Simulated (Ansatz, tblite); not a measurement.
Forces on the cluster TeAs₅⁻ at its r2SCAN-D4/def2-SVPD geometry. Charge -1, multiplicity 1.

In the def2 sets Te takes a core potential; there is no spin–orbit coupling. The xTB rows come from tblite. Another isomer (singlet) lies 0.02 eV lower at PBE0-D4/def2-TZVPD; other spin states weren't run for this one.

GFN1-xTB (tblite), largest force 0.79 eV/Å:

```xyz
6
positions Å, forces eV/Å
As    0.382    0.582    1.813   -0.108   -0.406   -0.447
As   -1.267    1.478   -0.132    0.556   -0.392   -0.245
As    0.520   -1.720    1.296    0.354    0.702   -0.015
As    0.258    0.672   -1.813   -0.273    0.045    0.668
As    1.924   -0.233    0.112   -0.588   -0.152    0.082
Te   -1.818   -0.779   -1.276    0.060    0.204   -0.043
```

GFN2-xTB (tblite), largest force 0.87 eV/Å:

```
As 0.256 -0.591 -0.290
As 0.277 -0.465 -0.556
As 0.495 0.711 0.108
As -0.634 0.016 0.447
As -0.456 -0.214 0.494
Te 0.063 0.543 -0.203
```

PBE-D4/def2-TZVPD (Ansatz), largest force 0.27 eV/Å:

```
As -0.064 0.177 0.162
As -0.128 0.049 0.045
As -0.125 -0.241 0.003
As 0.035 -0.037 -0.135
As 0.206 0.035 -0.135
Te 0.076 0.018 0.060
```
